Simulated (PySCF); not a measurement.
C₄H₁₀Si₂, SMILES C#C[SiH2][SiH2]CC. Atoms are numbered in the order given.

```xyz
16

C      2.3961     0.7131    -1.5746
C      1.8255     0.7364    -0.4986
Si     0.8830     0.6938     1.0823
Si    -0.7092    -1.0292     0.8739
C     -1.4642    -0.9540    -0.8639
C     -2.0872     0.4025    -1.2165
H      2.9086     0.7011    -2.5192
H      1.8299     0.4679     2.2127
H      0.2288     2.0211     1.2779
H     -0.0393    -2.3460     1.0992
H     -1.7632    -0.8567     1.9219
H     -0.6590    -1.2013    -1.5771
H     -2.2120    -1.7619    -0.9486
H     -2.5361     0.3921    -2.2229
H     -1.3322     1.2057    -1.2053
H     -2.8804     0.6850    -0.5048
```

Coordinates come from a B3LYP-D3(BJ)/def2-SVP optimisation. This is a generated structure with no PubChem entry under its InChIKey; it may be hypothetical. The values are those of a single conformer.

Two levels are set side by side: PBE/pcSseg-1 (PySCF) and KT2/pcSseg-1 (PySCF). GIAO shifts against TMS (²⁹Si), TMS (¹H), TMS (¹³C) at the same level; non-relativistic, no solvent, atoms listed together averaged. Differences are taken from unrounded values.

```json
[
 {"quantity": "δ(¹³C) of C1 (ppm)", "KT2": "99.5"},
 {"quantity": "δ(¹³C) of C2 (ppm)", "KT2": "73.6"},
 {"quantity": "δ(²⁹Si) of Si3 (ppm)", "KT2": "-97.7"},
 {"quantity": "δ(²⁹Si) of Si4 (ppm)", "KT2": "-65.7"},
 {"quantity": "δ(¹³C) of C5 (ppm)", "KT2": "6.3"},
 {"quantity": "δ(¹³C) of C6 (ppm)", "KT2": "15.5"},
 {"quantity": "δ(¹H) of H7 (ppm)", "KT2": "2.88"},
 {"quantity": "δ(¹H) of H12, H13 (ppm)", "KT2": "1.42"}
]
```

Question: What does PBE give, and how far is it from KT2? (Estimate from the structure and the level; the computed values follow.)

Answer: 
| quantity | PBE | PBE minus KT2 |
|---|---|---|
| δ(¹³C) of C1 (ppm) | 105.7 | 6.2 |
| δ(¹³C) of C2 (ppm) | 82.0 | 8.4 |
| δ(²⁹Si) of Si3 (ppm) | -100.5 | -2.8 |
| δ(²⁹Si) of Si4 (ppm) | -66.2 | -0.4 |
| δ(¹³C) of C5 (ppm) | 6.0 | -0.3 |
| δ(¹³C) of C6 (ppm) | 14.9 | -0.6 |
| δ(¹H) of H7 (ppm) | 2.58 | -0.31 |
| δ(¹H) of H12, H13 (ppm) | 1.39 | -0.02 |

Rough cost on one machine, each run with all the roots and properties that it gave: KT2 against PBE within a factor of 2.
